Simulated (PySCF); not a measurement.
# Dipole response of Ir⁶⁸⁺ (iridium, charge +68)

[He] 2s2 2p5, 2P determinant. Calculation: PySCF 2.14, in an even-tempered Gaussian basis (18 s from 47 bohr⁻², ratio 2.2; 13 p from 61 bohr⁻², ratio 2.2; 5 d from 240 bohr⁻², ratio 2.4; 5 f from 360 bohr⁻², ratio 2.4; 4 g from 540 bohr⁻², ratio 2.4); scalar relativity by spin-free X2C-1e. Coupled (time-dependent) response in atomic units; α is the mean over directions.

```json
{"method": "UHF", "mean α (bohr³)": "3.880e-05", "α xx, yy, zz": "6.707e-05, 2.466e-05, 2.466e-05", "C₆ (like pair)": "3.019e-07", "S(−4)": "3.925e-09"}
{"method": "PBE0", "mean α (bohr³)": "3.889e-05", "α xx, yy, zz": "6.724e-05, 2.471e-05, 2.471e-05", "C₆ (like pair)": "3.021e-07", "S(−4)": "4.053e-09"}
```

S(−4) is the Cauchy moment in α(ω) = α(0) + S(−4) ω² + …

Spin-orbit coupling is absent.

α(iu) at UHF:

```json
{"u (hartree)": "0", "α(iu) (bohr³)": "3.880e-05"}
{"u (hartree)": "30.0", "α(iu) (bohr³)": "3.592e-05"}
{"u (hartree)": "60.0", "α(iu) (bohr³)": "3.135e-05"}
{"u (hartree)": "120", "α(iu) (bohr³)": "2.595e-05"}
{"u (hartree)": "180", "α(iu) (bohr³)": "2.308e-05"}
{"u (hartree)": "240", "α(iu) (bohr³)": "2.083e-05"}
{"u (hartree)": "300", "α(iu) (bohr³)": "1.879e-05"}
{"u (hartree)": "450", "α(iu) (bohr³)": "1.431e-05"}
{"u (hartree)": "600", "α(iu) (bohr³)": "1.084e-05"}
{"u (hartree)": "900", "α(iu) (bohr³)": "6.482e-06"}
{"u (hartree)": "1500", "α(iu) (bohr³)": "2.894e-06"}
```

A single London oscillator, α(iu) = α/(1 + u²/ω²), gives C₆ = (3/4) ω α². Matching the computed C₆ needs ω = 4 × 3.019e-07 / (3 × 3.880e-05²) = 267 hartree.

For an ion, C₆ is the dispersion term alone; charge-induced terms of lower order in 1/R come first.

The components differ because the open shell of this determinant is not spherical; for a pure term their mean is the scalar polarisability.

Spin-orbit coupling, absent here, splits the open shell strongly.
